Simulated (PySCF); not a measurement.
Nb(OH)3 (H3NbO3), SMILES [OH][Nb]([OH])[OH] (connectivity only; charge and spin as stated), neutral, multiplicity 3.

Geometry optimised at B3LYP-D3(BJ)/def2-SVP. The spin state was assumed, not searched. The def2 effective core potentials stand for the cores of Nb; spin–orbit coupling is left out. One conformer was computed; it need not be the lowest.

Method: PBE/def2-TZVPD in PySCF.

total energy: -284.45849 hartree
point group: Cs
α spin, highest occupied and lowest empty level: -3.29 and -2.17 eV
β spin, highest occupied and lowest empty level: -6.98 and -2.43 eV
dipole moment: 2.18 D
quadrupole, principal values (traceless, Buckingham form, about the centre of nuclear charge): -8.92, 1.37, 7.55 D·Å
mean static polarisability: 67.8 bohr³ (10.05 Å³)
polarisability, principal values: 65.3, 68.4, 69.8 bohr³
⟨S²⟩: 2.006 (pure state 2.00)
